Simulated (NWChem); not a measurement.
# CuH₃O; SMILES [OH2]->[CuH]

Computed with NWChem. The geometry was optimised at PBE0/def2-SVP. LC-ωPBE (HJS hole) with def2-SVP; x = 1 − exp(−ω/0.25 bohr⁻¹) is a scale chosen for this fit.

```
row           x  −ε(HOMO) (eV)
--------  -----  -------------
ω = 0.15  0.451           6.34
ω = 0.25  0.632           7.23
ω = 0.30  0.699           7.55
ω = 0.35  0.753           7.80
ω = 0.40  0.798       withheld
```

Problem. Fit a straight line of the last column on the one before it, predict the withheld value, and compare with the run.

Solution. 
1. Means of the 4 shown rows: x = 0.6338, y = 7.230. Slope Σ(x − x̄)(y − ȳ)/Σ(x − x̄)² = 0.2515/0.05188 = 4.848; intercept 4.158.
2. The shown rows scatter about the line by 0.006 (root mean square); the largest residual is -0.01, at ω = 0.35.
3. At x = 0.798 (ω = 0.40; beyond the shown range) the line gives 8.03.
4. The run gives 8.01, -0.02 from the line.
